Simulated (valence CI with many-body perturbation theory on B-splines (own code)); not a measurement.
**Ta: electric-dipole lines**

Calculated by configuration interaction combined with many-body perturbation theory (CI+MBPT): five valence electrons over a frozen Dirac-Fock core [Xe] 4f14, radial functions for each j: 7 s, 7 p, 8 d, 6 f, 4 g, 1 h, with the one-electron correlation potential Σ1, the two-electron term Σ2, the three-electron term Σ3, Breit, model QED; selected CI, second order for the rest, scaled by the run's own slope (own B-spline code, finite nucleus).

Against 6 measured levels this calculation errs by 56 cm⁻¹ on average and by 151 at most. These come from a selection out of the NIST Handbook of Basic Atomic Spectroscopic Data. Levels without a partner in it may be off by more, other configurations by 1,000 to 4,000 cm⁻¹. Among the levels kept, up to 1500 cm⁻¹ of a level comes from second order outside the variational space, and about a tenth of that is noise between levels of different J, which matters for small intervals.

Lines 1 to 50 of 126 in falling wavelength, among levels below 2.953 eV, chosen from the strongest by gf and those to the six lowest levels. Wavelengths and rates use the calculated energies, so an error of 60 cm⁻¹ moves a line at 24990 Å by 1.5 % and its rate by three times that or more. Electric multipoles are in the length gauge, E1 and E2 with the static RPA response of the core. Weak lines are less certain than strong ones. Lines between different terms over intervals too small for the method are left out, as are lines whose strength nearly cancels. The highest levels of a list are the least certain.

Names give the largest LS component (configuration and term), which can be under half, so a name can repeat, a term be missing and a line seem to break the LS rules; names also repeat where a configuration has a term twice. Letters in brackets count levels of one name in rising energy.

| λ vac (Å) | Upper | Lower | A (s⁻¹) | S (a.u.) with core polarisation | S without |
| --- | --- | --- | --- | --- | --- |
| 24990 | 5d2 6s2 6p 2S°_1/2 | 5d3 6s2 2P_3/2 | 7.62e+03 | 1.17e-01 | 1.23e-01 |
| 23770 | 5d2 6s2 6p 4D°_5/2 | 5d3 6s2 2F_7/2 | 7.45e+02 | 2.96e-02 | 3.06e-02 |
| 21960 | 5d2 6s2 6p 2D°_3/2 | 5d3 6s2 2P_3/2 | 7.82e+02 | 1.63e-02 | 1.59e-02 |
| 18030 | 5d2 6s2 6p 4F°_5/2 | 5d3 6s2 2F_5/2 | 7.75e+02 | 1.35e-02 | 1.49e-02 |
| 17840 | 5d4 6s 4F_3/2 | 5d3 6s 6p 6G°_3/2 | 1.90e+03 | 2.13e-02 | 2.24e-02 |
| 17410 | 5d2 6s2 6p 4D°_5/2 | 5d3 6s2 2P_3/2 | 9.71e+02 | 1.52e-02 | 1.38e-02 |
| 17050 | 5d3 6s 6p 6F°_7/2 | 5d3 6s2 2F_7/2 | 1.06e+03 | 2.06e-02 | 2.31e-02 |
| 16250 | 5d3 6s 6p 4D°_1/2 | 5d3 6s2 2P_1/2 | 9.50e+03 | 4.03e-02 | 4.23e-02 |
| 14770 | 5d2 6s2 6p 4G°_7/2 | 5d3 6s2 2H_9/2 | 7.90e+02 | 1.00e-02 | 9.96e-03 |
| 13130 | 5d3 6s 6p 6F°_3/2 | 5d3 6s2 2P_3/2 | 2.65e+03 | 1.19e-02 | 1.21e-02 |
| 12770 | 5d3 6s 6p 4D°_5/2 | 5d3 6s2 2D_5/2 | 3.27e+03 | 2.01e-02 | 1.98e-02 |
| 12570 | 5d3 6s 6p 6F°_7/2 | 5d3 6s2 2H_9/2 | 1.40e+03 | 1.09e-02 | 1.13e-02 |
| 12530 | 5d3 6s 6p 6G°_5/2 [a] | 5d3 6s2 2G_7/2 | 4.95e+03 | 2.88e-02 | 3.10e-02 |
| 12290 | 5d2 6s2 6p 2S°_1/2 | 5d3 6s2 2P_1/2 | 4.36e+04 | 8.00e-02 | 8.11e-02 |
| 11720 | 5d3 6s 6p 6G°_7/2 | 5d4 6s 6D_7/2 | 4.48e+03 | 2.85e-02 | 3.28e-02 |
| 11430 | 5d3 6s 6p 4D°_3/2 | 5d4 6s 6D_5/2 | 2.65e+03 | 7.81e-03 | 8.70e-03 |
| 11390 | 5d2 6s2 6p 4D°_5/2 | 5d3 6s2 2D_5/2 | 2.36e+03 | 1.03e-02 | 1.17e-02 |
| 11190 | 5d3 6s 6p 6G°_5/2 [b] | 5d3 6s2 2G_7/2 | 3.97e+03 | 1.65e-02 | 1.85e-02 |
| 11130 | 5d3 6s 6p 4D°_1/2 | 5d4 6s 6D_1/2 | 2.45e+04 | 3.34e-02 | 3.81e-02 |
| 10890 | 5d2 6s2 6p 2S°_1/2 | 5d3 6s2 2D_3/2 | 1.28e+04 | 1.64e-02 | 1.71e-02 |
| 10810 | 5d2 6s2 6p 4G°_7/2 | 5d3 6s2 2D_5/2 | 4.86e+03 | 2.42e-02 | 2.83e-02 |
| 10580 | 5d3 6s 6p 6G°_9/2 | 5d4 6s 6D_9/2 | 7.18e+03 | 4.20e-02 | 4.78e-02 |
| 10560 | 5d3 6s 6p 4D°_5/2 | 5d4 6s 6D_7/2 | 3.29e+03 | 1.15e-02 | 1.31e-02 |
| 10270 | 5d2 6s2 6p 2D°_3/2 | 5d3 6s2 2D_3/2 | 1.15e+04 | 2.45e-02 | 2.67e-02 |
| 10260 | 5d2 6s2 6p 4G°_7/2 | 5d4 6s 6D_9/2 | 1.59e+03 | 6.77e-03 | 7.59e-03 |
| 10190 | 5d3 6s 6p 4D°_3/2 | 5d4 6s 6D_3/2 | 1.18e+04 | 2.46e-02 | 2.89e-02 |
| 10010 | 5d2 6s2 6p 4F°_5/2 | 5d3 6s2 2D_5/2 | 7.76e+03 | 2.31e-02 | 2.39e-02 |
| 9893 | 5d3 6s 6p 4D°_3/2 | 5d4 6s 6D_1/2 | 4.01e+04 | 7.67e-02 | 8.75e-02 |
| 9600 | 5d2 6s2 6p 4D°_5/2 | 5d4 6s 6D_7/2 | 1.92e+04 | 5.02e-02 | 5.67e-02 |
| 9580 | 5d3 6s 6p 6F°_7/2 | 5d3 6s2 2D_5/2 | 4.40e+03 | 1.53e-02 | 1.73e-02 |
| 9440 | 5d3 6s 6p 6G°_9/2 | 5d4 6s 6D_7/2 | 1.45e+04 | 6.02e-02 | 7.13e-02 |
| 9368 | 5d2 6s2 6p 2S°_1/2 | 5d4 6s 6D_3/2 | 7.63e+04 | 6.19e-02 | 6.67e-02 |
| 9360 | 5d3 6s 6p 6G°_3/2 | 5d3 6s2 4P_3/2 | 3.53e+03 | 5.71e-03 | 6.30e-03 |
| 9216 | 5d3 6s 6p 6F°_1/2 | 5d3 6s2 2P_1/2 | 1.62e+04 | 1.25e-02 | 1.33e-02 |
| 9197 | 5d3 6s 6p 6G°_3/2 | 5d3 6s2 4P_1/2 | 1.86e+03 | 2.86e-03 | 3.26e-03 |
| 9182 | 5d2 6s2 6p 4G°_7/2 | 5d4 6s 6D_7/2 | 1.11e+04 | 3.39e-02 | 3.69e-02 |
| 9153 | 5d2 6s2 6p 4D°_5/2 | 5d3 6s2 2D_3/2 | 4.47e+03 | 1.01e-02 | 9.85e-03 |
| 9148 | 5d3 6s 6p 6F°_7/2 | 5d4 6s 6D_9/2 | 2.56e+04 | 7.73e-02 | 9.00e-02 |
| 9118 | 5d2 6s2 6p 2S°_1/2 | 5d4 6s 6D_1/2 | 7.99e+03 | 5.98e-03 | 5.81e-03 |
| 9086 | 5d3 6s 6p 4D°_5/2 | 5d3 6s2 2G_7/2 | 6.50e+03 | 1.44e-02 | 1.44e-02 |
| 8906 | 5d2 6s2 6p 2D°_3/2 | 5d4 6s 6D_3/2 | 1.11e+04 | 1.54e-02 | 1.76e-02 |
| 8813 | 5d2 6s2 6p 4D°_5/2 | 5d4 6s 6D_5/2 | 1.02e+04 | 2.08e-02 | 2.30e-02 |
| 8721 | 5d3 6s 6p 4D°_5/2 | 5d4 6s 6D_3/2 | 1.63e+05 | 3.21e-01 | 3.64e-01 |
| 8720 | 5d2 6s2 6p 4G°_7/2 | 5d3 6s2 2G_9/2 | 7.70e+03 | 2.02e-02 | 1.87e-02 |
| 8604 | 5d2 6s2 6p 4F°_5/2 | 5d4 6s 6D_7/2 | 3.59e+04 | 6.77e-02 | 7.09e-02 |
| 8560 | 5d3 6s 6p 4D°_5/2 | 5d3 6s2 4P_5/2 | 2.74e+04 | 5.10e-02 | 5.89e-02 |
| 8546 | 5d3 6s 6p 6G°_5/2 [a] | 5d3 6s2 4P_3/2 | 2.22e+02 | 4.11e-04 | 3.40e-04 |
| 8404 | 5d3 6s 6p 6F°_1/2 | 5d3 6s2 2D_3/2 | 1.65e+04 | 9.64e-03 | 1.04e-02 |
| 8367 | 5d3 6s 6p 4D°_1/2 | 5d3 6s2 4P_3/2 | 6.97e+04 | 4.03e-02 | 4.37e-02 |
| 8364 | 5d2 6s2 6p 4D°_5/2 | 5d3 6s2 2G_7/2 | 3.37e+04 | 5.84e-02 | 6.16e-02 |
